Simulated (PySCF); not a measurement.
# P⁺ (phosphorus, charge +1) across methods

[Ne] 3s1 3p2 3d1, one real determinant (an excited configuration). All numbers are calculated (PySCF 2.14, the non-relativistic Hamiltonian (point nucleus), in aug-cc-pV(T+d)Z with one added diffuse shell each of s, p, d, f type (7s6p5d3f, 71 functions)).

| method | E (hartree) | mean ε 3s α (eV) | mean ε 3p α (eV) | mean ε 3d α (eV) | Σ⟨r²⟩ (bohr²) | ⟨S²⟩ |
| --- | --- | --- | --- | --- | --- | --- |
| PW91 | -340.2473 | -27.678 | -18.258 | -6.918 | 29.44 | 6.000 |
| PBE | -340.1045 | -27.627 | -18.207 | -6.887 | 29.48 | 6.000 |
| TPSSh | -340.2772 | -28.672 | -18.928 | -7.103 | 29.60 | 6.000 |
| UHF | -339.75574 | -35.350 | -23.516 | -8.537 | 29.49 | 6.000 |
| LDA | -338.9822 | -27.611 | -18.192 | -6.816 | 29.67 | 6.000 |

Q: Estimate the same row for BP86.

A: E (hartree) = -340.2922; mean ε 3s α (eV) = -27.698; mean ε 3p α (eV) = -18.267; mean ε 3d α (eV) = -6.954; Σ⟨r²⟩ (bohr²) = 29.51; ⟨S²⟩ = 6.000.

⟨L²⟩ = 6.74 against 12 for a pure F term, so this real determinant mixes terms. The outer electron is Rydberg-like, and this basis confines it to a smaller radius and binds it less than a complete one would.
